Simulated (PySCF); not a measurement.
C₂HF₃Se.
SMILES with atom numbers: `[F:1][C:2]([F:3])([F:4])[CH:5]=[Se:6]` (hydrogens: H7 on C5)

Level of theory: PBE0-D3(BJ)/def2-SVP geometry optimisation, gas phase in PySCF 2.14.0.

(1) Give the optimised bond lengths and angles.

Results:

(1) 
| bond | length (Å) | order |
| --- | --- | --- |
| F1–C2, C2–F4 | 1.337 | single |
| C2–F3 | 1.321 | single |
| C2–C5 | 1.508 | single |
| C5=Se6 | 1.737 | double |
| C5–H7 | 1.099 | single |

Bonds in one row agree within 0.01 Å and their mean is given. Orders are formal, as drawn. A selection of angles:
| angle | degrees |
| --- | --- |
| F1–C2–F3 | 108.3 |
| F1–C2–C5 | 109.4 |
| F3–C2–C5 | 113.7 |
| C2–C5–Se6 | 125.6 |
| C2–C5–H7 | 112.2 |
| Se6–C5–H7 | 122.3 |

Torsions: F1–C2–C5–Se6 -122° (anticlinal).

Point group: Cs (tolerance 0.08 Å). Not checked by PBE0-D3(BJ)/def2-SVP frequencies.

The run took 38 s of wall time on an Arm Neoverse V2 with one thread (shared host), and the process peaked at 0.44 GiB of memory. This is the geometry optimisation.
